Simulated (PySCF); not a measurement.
CH2NO, SMILES N[C]=O, multiplicity 2.

The structure is a stationary point at TPSSh-D3(BJ)/def2-TZVP. The isomer is the one that the SMILES or the coordinates give; other isomers of the formula were not compared. The values are those of a single conformer.

These are SMD-B3LYP/def2-SVP run with PySCF values and carry that method's errors.

Solvation free energies are E(SMD) − E(gas) at the gas-phase geometry, for 1 M in both phases. In vacuum the dipole moment is 3.64 D.

```tsv
solvent	ΔG(solv) (kcal/mol)	its non-electrostatic (CDS) part	dipole (D)
water	-3.3	5.5	4.76
benzene	(withheld)	(withheld)	(withheld)
dichloromethane	-4.5	1.7	4.37
```

Question: Fill in the missing entries. (The exact figures need the calculation; the answer reports its results.)

Answer: 
- benzene, ΔG(solv) (kcal/mol): -2.5
- benzene, its non-electrostatic (CDS) part: 0.6
- benzene, dipole (D): 4.01
